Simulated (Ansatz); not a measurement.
One geometry of the cluster Ti₃B₃, several levels of theory.

```yaml
crystal:
  periodic: [false, false, false]
  atoms:
    - {symbol: Ti, position_ang: [0.440442, -0.256873, -1.712102]}
    - {symbol: Ti, position_ang: [0.632533, 1.140008, 0.590923]}
    - {symbol: Ti, position_ang: [-1.328647, -0.382653, 0.236904]}
    - {symbol: B, position_ang: [0.243972, -0.646731, 1.639382]}
    - {symbol: B, position_ang: [-0.754262, 1.208397, -0.964622]}
    - {symbol: B, position_ang: [0.765972, -1.062149, 0.209515]}
basis:
  gaussian: {orbitals: def2-TZVP, initial_orbitals: start.molden}
magnetization: {spin_polarized: true, initial_magnetization: 1}
hamiltonian: {xc: pbe0, dispersion: d4}
scf: {omitted_lower_state_checks: [starts]}
output: {orbitals: {seedname: orbitals}}
```

The file start.molden holds the orbitals of an earlier run on this structure, at another level or in another basis.

```sh
$ ansatz run in.yaml --threads 4 --pin off --events-out ev --progress --plain --max-ram 4787MiB
```

Shortened log:

```
Functional definition: PBE0
1905 factors; their error is unknown
mean field evaluation 1: about -71345.8465 eV, gradient 6.6e1 eV
mean field evaluation 2: about -71347.8606 eV, gradient 2.6e0 eV
mean field evaluation 4: about -71347.9878 eV, gradient 1.3e0 eV
mean field evaluation 8: about -71348.3967 eV, gradient 9.5e-2 eV
mean field evaluation 16: about -71348.3982 eV, gradient 2.5e-5 eV
mean field -71348.39815724 eV, -2622.0052705974 hartree, gradient 7.8e-6 eV, S^2 1.840445; 0 other end points of the search recorded, 0 dependent functions left out
reference -71348.39818790 eV, -2622.0052717241 hartree; 41, 40 occupied and 187, 188 virtual orbitals, 1905 factors
Total energy: -71348.60722272 eV, -2622.0129536121 hartree
Checks for a lower state left out: starts
```

Hardware: 4 threads of Arm Neoverse V2 on a shared host. Wall time 48 s, peak host memory 1.7 GiB.

As the first input, with `hamiltonian: {xc: pbe, dispersion: d4}`, `output: {forces: true, orbitals: {seedname: orbitals}}` (abridged; 14 s):

```
Functional definition: PBE
mean field evaluation 16: about -71348.8829 eV, gradient 3.7e-5 eV
mean field -71348.88294713 eV, -2622.0230862971 hartree, gradient 7.6e-6 eV, S^2 1.517210
Total energy: -71349.13064257 eV, -2622.0321889367 hartree
Atom 0 force     0.148031    -0.071389    -0.182107 eV/Å
Atom 1 force     0.215244     0.025318     0.056290 eV/Å
Atom 2 force    -0.341363    -0.265262     0.129708 eV/Å
Atom 3 force     0.040959    -0.006955    -0.024123 eV/Å
Atom 4 force    -0.069574     0.236028    -0.089374 eV/Å
Atom 5 force     0.006703     0.082260     0.109607 eV/Å
Dipole moment:    -0.021808     0.136763    -0.630266 e Å
Checks for a lower state left out: starts
```

The first input with `hamiltonian: {xc: {name: revPBE}, dispersion: d4}` (abridged; 12 s):

```
Functional definition: revPBE
mean field evaluation 16: about -71361.4561 eV, gradient 3.7e-5 eV
mean field -71361.45611295 eV, -2622.4851416187 hartree, gradient 3.1e-6 eV, S^2 1.532849
Total energy: -71362.00318361 eV, -2622.5052460947 hartree
Checks for a lower state left out: starts
```

As the first input, with `hamiltonian: {xc: lda}` (abridged; 6 s):

```
Functional definition: SPW92
mean field evaluation 16: about -71182.4710 eV, gradient 5.9e-5 eV
mean field -71182.47101026 eV, -2615.9075604153 hartree, gradient 3.9e-6 eV, S^2 1.301637
Total energy: -71182.47104831 eV, -2615.9075618137 hartree
Checks for a lower state left out: starts
```

The first input with `hamiltonian: {xc: r2scan, dispersion: d4}` (abridged; 61 s):

```
Functional definition: r2SCAN
mean field evaluation 16: about -71365.2357 eV, gradient 1.6e-5 eV
mean field -71365.23573211 eV, -2622.6240400608 hartree, gradient 4.8e-6 eV, S^2 1.679988
Total energy: -71365.28188883 eV, -2622.6257362889 hartree
Checks for a lower state left out: starts
```

As the first input, with `gaussian: {orbitals: def2-SVP, initial_orbitals: start.molden}`, `correlation: {method: ccsd_t}`, `scf: {omitted_lower_state_checks: [starts, cluster_reference]}` and without the key `hamiltonian` (abridged; 2.9 min):

```
Functional definition: HF
mean field evaluation 16: about -71254.3559 eV, gradient 5.2e-1 eV
mean field evaluation 32: about -71254.3732 eV, gradient 2.6e-6 eV
mean field -71254.37316773 eV, -2618.5499159651 hartree, gradient 6.3e-6 eV, S^2 4.106936
18 core orbitals not correlated: weight in the atoms' cores, before any rotation towards them, 1.000 or more for the frozen orbitals, at most 0.000 for the correlated occupied ones
second order -26.47428328 eV of doubles, -0.00000000 eV of singles
cycle   1  -26.03886820 eV  change    4.4e-1 eV  update   3.2e-1
cycle   2  -27.70564493 eV  change    -1.7e0 eV  update   1.5e-1
cycle   3  -28.67481305 eV  change   -9.7e-1 eV  update   1.4e-1
cycle   4  -29.17477562 eV  change   -5.0e-1 eV  update   8.9e-2
cycle   5  -29.51972824 eV  change   -3.4e-1 eV  update   6.3e-2
cycle   6  -29.73047332 eV  change   -2.1e-1 eV  update   4.1e-2
cycle   7  -29.87659274 eV  change   -1.5e-1 eV  update   3.0e-2
cycle   8  -29.96217125 eV  change   -8.6e-2 eV  update   2.2e-2
[...]
cycle  30  -30.12680256 eV  change    3.7e-4 eV  update   3.6e-4
cycle  31  -30.12676259 eV  change    4.0e-5 eV  update   2.9e-4
cycle  32  -30.12672415 eV  change    3.8e-5 eV  update   2.4e-4
cycle  33  -30.12670274 eV  change    2.1e-5 eV  update   1.9e-4
cycle  34  -30.12674157 eV  change   -3.9e-5 eV  update   1.5e-4
cycle  35  -30.12676003 eV  change   -1.8e-5 eV  update   1.2e-4
cycle  36  -30.12675122 eV  change    8.8e-6 eV  update   1.0e-4
cycle  37  -30.12677680 eV  change   -2.6e-5 eV  update   8.4e-5
cycle  38  -30.12683588 eV  change   -5.9e-5 eV  update   7.1e-5
cycle  39  -30.12688532 eV  change   -4.9e-5 eV  update   6.1e-5
cycle  40  -30.12696592 eV  change   -8.1e-5 eV  update   5.2e-5
cycle  41  -30.12698843 eV  change   -2.3e-5 eV  update   4.7e-5
cycle  42  -30.12700921 eV  change   -2.1e-5 eV  update   4.3e-5
cycle  43  -30.12701774 eV  change   -8.5e-6 eV  update   4.0e-5
perturbative correction -3.34563422 eV, -0.1229497898 hartree
Total energy: -71287.84581968 eV, -2619.7800132360 hartree
Checks for a lower state left out: starts, cluster_reference
```

Geometry: r2SCAN-D4/def2-SVP.

Correlated methods freeze 18 core orbitals; core or outer-core shells of Ti are correlated, in sets that lack core-valence functions. At PBE0-D4/def2-TZVP, PBE-D4/def2-TZVP, revPBE-D4/def2-TZVP, LDA (SPW92)/def2-TZVP and others the charge 0 doublet is spin-contaminated (final ⟨S²⟩ up to 4.11, 0.75 for a pure state). At CCSD(T)/def2-SVP T1 of the charge 0 doublet is large (up to 0.130), so the single-reference result is doubtful. No other spin state of charge 0 was run. The geometry of the doublet was relaxed on an unsound state (⟨S²⟩ 1.66, where a pure state has 0.75). Another isomer (quartet) lies 0.24 eV lower at PBE0-D4/def2-TZVP; other spin states weren't run for this one.
